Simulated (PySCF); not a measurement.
VF5, SMILES [F][V]([F])([F])([F])[F], multiplicity 1.

Coordinates come from a B3LYP-D3(BJ)/def2-SVP optimisation. The spin state was assumed, not searched. The isomer is the one that the SMILES or the coordinates give; other isomers of the formula were not compared.

Method: PySCF with PBE/def2-TZVP.

Gas-phase values at a fixed geometry.

Computed frontier levels, gap, dipole moment and polarisability:
highest occupied level: -10.18 eV
lowest empty level: -6.28 eV
orbital gap: 3.90 eV
dipole moment: 0.00 D
quadrupole, principal values (traceless, Buckingham form, about the centre of nuclear charge): -3.52, 1.76, 1.76 D·Å
mean static polarisability: 39.2 bohr³ (5.81 Å³)
polarisability, principal values: 36.4, 36.4, 44.7 bohr³
